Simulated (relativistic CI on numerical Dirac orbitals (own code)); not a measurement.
Transition arrays of Tm30+

These numbers are calculated, not measured: Dirac-Coulomb-Breit CI, orbitals from a KLI potential per configuration, model QED, valence Slater integrals scaled by 0.9, whole transition arrays (own radial code, finite nucleus).

CI space (outside the closed core [Ar] 3d10 4s2): 4p⁶4d³, 4p⁶4d²4f, 4p⁵4d⁴, 4p⁶4d²5p, 4p⁶4d²5f. Levels of other configurations are missing.

All E1 lines from the levels of 4p⁶4d³; mean and standard deviation are weighted by gf, and upper levels are sorted by their leading configuration.

| Upper configuration | Lines | Σgf | Mean (eV) | Mean (nm) | σ (eV) | Strongest line (nm) |
| --- | --- | --- | --- | --- | --- | --- |
| 4p⁶4d²4f | 675 | 167.9 | 192.02 | 6.457 | 12.10 | 6.080 |
| 4p⁵4d⁴ | 1764 | 405.4 | 213.18 | 5.816 | 17.21 | 5.615 |
| 4p⁶4d²5p | 466 | 35.2 | 410.80 | 3.018 | 7.36 | 2.988 |
| 4p⁶4d²5f | 721 | 111.3 | 561.10 | 2.210 | 6.17 | 2.221 |

Σgf per state of the lower configuration in bins of 0.2 nm over the central range (centre: value): 2.1: 0.36, 2.3: 0.57, 2.9: 0.14, 3.1: 0.16, 5.3: 0.12, 5.5: 0.97, 5.7: 1.07, 5.9: 0.73, 6.1: 0.69, 6.3: 0.20, 6.5: 0.19, 6.7: 0.15, 6.9: 0.21, 7.1: 0.16, 7.3: 0.06, 7.5: 0.06.

(1) How do configuration mixing and the scaling of the Slater integrals move the arrays?

Results:

(1) Slater scale 0.9, no configuration mixing: 4p⁶4d²4f 187.8 ± 7.9 eV (Σgf 185.1), 4p⁵4d⁴ 197.3 ± 25.1 eV (Σgf 349.5), 4p⁶4d²5p 411.0 ± 7.3 eV (Σgf 38.5), 4p⁶4d²5f 561.1 ± 6.2 eV (Σgf 109.8); Slater scale 1: 4p⁶4d²4f 194.8 ± 14.1 eV (Σgf 132.9), 4p⁵4d⁴ 215.0 ± 17.2 eV (Σgf 450.0), 4p⁶4d²5p 410.8 ± 7.5 eV (Σgf 34.7), 4p⁶4d²5f 561.1 ± 6.3 eV (Σgf 111.5); Slater scale 0.8: 4p⁶4d²4f 189.4 ± 11.0 eV (Σgf 191.0), 4p⁵4d⁴ 210.9 ± 17.5 eV (Σgf 372.8), 4p⁶4d²5p 410.8 ± 7.2 eV (Σgf 35.6), 4p⁶4d²5f 561.1 ± 6.0 eV (Σgf 111.1). With mixing, levels are counted to their leading configuration, so an array can shrink or vanish into another, and the sums then hold other lines.
